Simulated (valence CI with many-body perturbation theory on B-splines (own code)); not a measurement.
**E1 transitions of Au47+**

Computed by valence CI with perturbative core correlation (CI+MBPT): four valence electrons over a frozen Dirac-Fock core [Ar] 3d10, radial functions for each j: 11 s, 11 p, 10 d, 8 f, 5 g, 2 h, with the one-electron correlation potential Σ1, the two-electron term Σ2, the three-electron term Σ3, Breit, model QED; selected CI, second order for the rest, scaled by the run's own slope (own B-spline code, finite nucleus).

No measured spectrum was set against this ion. As an estimate, large intervals hold to a few tenths of a per cent, small ones and those within an open d or f shell to about a per cent. Among the levels kept, up to 400 cm⁻¹ of a level comes from second order outside the variational space, and about a tenth of that is noise between levels of different J, which matters for small intervals.

Lines 151 to 200 of 563 in falling wavelength, among levels below 807.30 eV, chosen from the strongest by gf and those to the six lowest levels. Wavelengths and rates use the calculated energies. Electric multipoles are in the length gauge, E1 and E2 with the static RPA response of the core. Weak lines are less certain than strong ones. Lines between different terms over intervals too small for the method are left out, as are lines whose strength nearly cancels. Where a level lies close to another of its J and parity, the split of strength between their lines is uncertain. The highest levels of a list are the least certain.

Levels are named by their leading jj configuration (3d3/2^4 stands for four electrons in 3d with j = 3/2), which in mixed levels can hold well under half, so a name can repeat and another be missing. Letters in brackets count levels of one name in rising energy.

```tsv
λ vac (Å)	Upper	Lower	A (s⁻¹)	log gf	Branch %
59.79	(4s 4p1/2 4p3/2 4d5/2) J=3 [b]	(4s 4p1/2 4p3/2^2) J=3	1.18e+11	-0.35	14.2
59.75	(4s^2 4d3/2 4d5/2) J=2	(4s^2 4p3/2 4d3/2) J=2	1.40e+11	-0.43	6.8
59.74	(4s^2 4d3/2 4d5/2) J=1	(4s^2 4p3/2 4d3/2) J=0	1.39e+11	-0.65	6.3
59.73	(4s^2 4p3/2 4f7/2) J=2	(4s^2 4p3/2 4d5/2) J=2	3.74e+11	0.00	82.5
59.63	(4s^2 4d3/2 4d5/2) J=1	(4s^2 4p3/2 4d3/2) J=1	1.42e+11	-0.64	6.5
59.63	(4s 4p1/2 4d3/2 4d5/2) J=4 [a]	(4s^2 4p1/2 4f7/2) J=3	5.38e+10	-0.59	24.4
59.62	(4s 4p1/2 4p3/2 4f7/2) J=4 [d]	(4s 4p1/2 4p3/2 4d5/2) J=3 [b]	2.86e+11	0.14	24.4
59.54	(4s 4p1/2^2 4d5/2) J=3	(4s 4p1/2^2 4p3/2) J=2	3.03e+11	0.05	89.7
59.53	(4s 4p1/2 4d3/2 4d5/2) J=2 [c]	(4s 4p1/2 4p3/2 4d3/2) J=1 [b]	1.50e+11	-0.40	7.9
59.49	(4s 4p1/2 4p3/2 4d3/2) J=4	(4s^2 4p1/2 4d5/2) J=3	8.37e+10	-0.40	88.6
59.47	(4s^2 4p1/2 4d5/2) J=2	(4s^2 4p1/2 4p3/2) J=1	2.85e+11	-0.12	87.7
59.38	(4s 4p1/2 4p3/2 4d5/2) J=2 [b]	(4s 4p1/2 4p3/2^2) J=3	9.62e+10	-0.59	13.8
59.36	(4s 4p1/2 4p3/2 4f5/2) J=2 [a]	(4s 4p1/2 4p3/2 4d3/2) J=2 [b]	9.47e+10	-0.60	14.4
59.34	(4s 4p1/2 4p3/2 4d5/2) J=2 [c]	(4s 4p1/2 4p3/2^2) J=2 [b]	8.33e+10	-0.66	7.3
59.33	(4s 4p3/2^2 4d5/2) J=1 [b]	(4s 4p3/2^3) J=1	5.25e+11	-0.08	23.4
59.26	(4s^2 4p1/2 4f5/2) J=2	(4s^2 4p1/2 4d3/2) J=1	7.43e+10	-0.71	38.6
59.25	(4s 4p1/2 4d3/2 4d5/2) J=2 [a]	(4s 4p1/2 4p3/2 4d3/2) J=2 [a]	1.39e+11	-0.44	17.7
59.23	(4s 4p1/2 4d5/2^2) J=2 [a]	(4s 4p1/2 4p3/2 4d5/2) J=3 [a]	6.77e+10	-0.75	6.2
59.23	(4s 4p1/2 4p3/2 4d5/2) J=4 [b]	(4s 4p1/2 4p3/2^2) J=3	1.91e+11	-0.04	53.5
59.17	(4s 4p1/2 4p3/2 4f7/2) J=4 [c]	(4s 4p1/2 4p3/2 4d5/2) J=3 [a]	1.17e+11	-0.26	16.8
59.03	(4s 4p1/2 4p3/2 4d5/2) J=1 [c]	(4s 4p1/2 4p3/2^2) J=1 [a]	4.37e+11	-0.16	46.3
59.01	(4s 4p1/2 4p3/2 4f7/2) J=4 [e]	(4s 4p1/2 4p3/2 4d5/2) J=3 [b]	2.04e+11	-0.02	18.2
58.93	(4s 4p1/2 4d3/2 4d5/2) J=2 [a]	(4s 4p1/2 4p3/2 4d3/2) J=1 [a]	1.37e+11	-0.45	17.5
58.90	(4s^2 4p3/2 4d5/2) J=1	(4s^2 4p3/2^2) J=0	4.25e+11	-0.18	73.4
58.87	(4s 4p1/2 4p3/2 4d5/2) J=3 [a]	(4s 4p1/2 4p3/2^2) J=2 [a]	1.68e+11	-0.22	32.4
58.87	(4s 4p1/2 4d5/2^2) J=3 [a]	(4s 4p1/2 4p3/2 4d3/2) J=2 [d]	1.03e+11	-0.43	10.6
58.86	(4s 4p1/2 4d5/2^2) J=4 [b]	(4s 4p1/2 4p3/2 4d5/2) J=4 [c]	7.30e+10	-0.47	5.9
58.85	(4s 4p1/2 4p3/2 4f5/2) J=2 [c]	(4s 4p1/2 4p3/2 4d5/2) J=2 [a]	1.47e+11	-0.42	14.6
58.84	(4s 4p1/2 4p3/2 4d5/2) J=3 [d]	(4s 4p1/2 4p3/2^2) J=2 [b]	6.03e+11	0.34	42.4
58.79	(4p1/2^2 4p3/2 4d5/2) J=3	(4p1/2^2 4p3/2^2) J=2	6.34e+11	0.36	58.8
58.73	(4s 4p1/2 4p3/2 4f5/2) J=2 [c]	(4s 4p1/2 4p3/2 4d3/2) J=1 [d]	1.52e+11	-0.41	15.1
58.69	(4s 4p1/2 4p3/2 4d5/2) J=2 [c]	(4s 4p1/2 4p3/2^2) J=1 [a]	2.61e+11	-0.17	22.9
58.68	(4s 4p1/2 4d5/2^2) J=5 [b]	(4s 4p1/2 4p3/2 4d5/2) J=4 [b]	2.49e+11	0.15	29.1
58.68	(4s 4p1/2 4p3/2 4d5/2) J=1 [b]	(4s 4p1/2 4p3/2^2) J=0	3.01e+11	-0.33	42.5
58.66	(4s 4p1/2 4d5/2^2) J=3 [a]	(4s 4p1/2 4p3/2 4d5/2) J=3 [a]	2.60e+11	-0.03	26.8
58.58	(4s 4p1/2 4p3/2 4d5/2) J=2 [d]	(4s 4p1/2 4p3/2^2) J=1 [b]	5.51e+11	0.15	31.1
58.48	(4s 4p1/2 4d5/2^2) J=3 [b]	(4s 4p1/2 4p3/2 4d3/2) J=2 [d]	8.38e+10	-0.52	6.9
58.40	(4s 4p1/2 4d3/2 4d5/2) J=1 [a]	(4s 4p1/2 4p3/2 4d3/2) J=1 [a]	2.34e+11	-0.45	39.2
58.32	(4s 4p1/2 4d3/2 4d5/2) J=1 [a]	(4s 4p1/2 4p3/2 4d3/2) J=0 [a]	2.03e+11	-0.51	34.1
58.28	(4s^2 4p3/2 4f5/2) J=3	(4s^2 4p3/2 4d3/2) J=2	1.91e+11	-0.17	26.5
58.21	(4s 4p3/2^2 4d3/2) J=4	(4s^2 4p3/2 4d5/2) J=3	1.99e+11	-0.04	9.2
58.17	(4s 4p1/2 4p3/2 4f7/2) J=3 [b]	(4s 4p1/2 4p3/2 4d3/2) J=2 [c]	6.35e+10	-0.65	6.5
58.16	(4s 4p1/2 4d5/2^2) J=4 [a]	(4s 4p1/2 4p3/2 4d5/2) J=4 [a]	9.59e+10	-0.36	11.8
58.16	(4s 4p1/2 4p3/2 4f7/2) J=5 [b]	(4s 4p1/2 4p3/2 4d5/2) J=4 [a]	7.24e+10	-0.39	13.3
58.15	(4s 4p3/2^2 4d5/2) J=2 [a]	(4s 4p3/2^3) J=2	3.55e+11	-0.05	30.4
58.12	(4s 4p1/2 4p3/2 4d5/2) J=2 [d]	(4s 4p1/2 4p3/2^2) J=2 [b]	1.09e+11	-0.56	6.2
58.10	(4s 4p1/2 4p3/2 4f7/2) J=4 [d]	(4s 4p1/2 4p3/2 4d5/2) J=3 [a]	6.80e+10	-0.51	5.8
57.96	(4s^2 4p3/2 4f7/2) J=4	(4s^2 4p3/2 4d3/2) J=3	5.19e+10	-0.63	17.8
57.73	(4s^2 4p3/2 4f5/2) J=2	(4s^2 4p3/2 4d3/2) J=1	1.13e+11	-0.55	24.1
57.51	(4s 4p1/2 4p3/2 4f7/2) J=3 [d]	(4s 4p1/2 4p3/2 4d5/2) J=2 [a]	7.83e+10	-0.57	7.3
```

(1) How does gf follow from A for the line at 58.90 Å?

Results:

(1) gf = 1.4992 × (2J+1)_upper × A / σ², with σ = 1697729 cm⁻¹ and 2J+1 = 3: gf = 0.663.
